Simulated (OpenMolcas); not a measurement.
Computed levels of 4d⁷ in ions with 43 electrons, in cm-1 above ⁴F_9/2.

| Property | Result |
| --- | --- |
| Program | OpenMolcas 26.06 |
| Method | CASSCF |
| Basis | ANO-R3 |
| Scalar Hamiltonian | X2C, finite nucleus |
| Spin-orbit coupling | state interaction with AMFI integrals over the reference wave functions, term energies averaged over their components |

Active space for each ion: 7 electrons in 5 orbitals (4d).

```tsv
Level	Rh2+	Ag4+
⁴F_7/2	2105	3510
⁴F_5/2	3491	5677
⁴F_3/2	4383	7029
⁴P_5/2	14975	18615
⁴P_3/2	15035	18315
²G_9/2	15519	19381
⁴P_1/2	16430	20887
²G_7/2	17627	22873
²H_11/2	20572	25783
```

Estimate ⁴F_3/2, ⁴P_5/2, ⁴P_3/2 for Pd3+ from its neighbours Rh2+ and Ag4+.

⁴F_3/2 is fine structure, which grows about as the fourth power of a screened charge, so the fourth roots are averaged: ((4383^0.25 + 7029^0.25) / 2)^4 = 5589. The calculation gives 5593, so the estimate is off by -0.1 %.
⁴P_5/2 is another term, which grows about linearly with the charge: (14975 + 18615) / 2 = 16795. The calculation gives 16797, so the estimate is off by 0 %.
⁴P_3/2 is another term, which grows about linearly with the charge: (15035 + 18315) / 2 = 16675. The calculation gives 16723, so the estimate is off by -0.3 %.

Mixed levels, with the weight of the term that names them: Ag4+ ⁴P_3/2 (72 %).

Without dynamic correlation excited terms often stand tens of per cent too high (terms of higher spin than the ground term too low), and those without a measured partner can miss by more than the paired ones. Levels of configurations with an s electron are missing; early in the row they begin among the upper levels of the d shell and mix with terms of their name (holds for Rh2+). Only configurations of the active space appear.
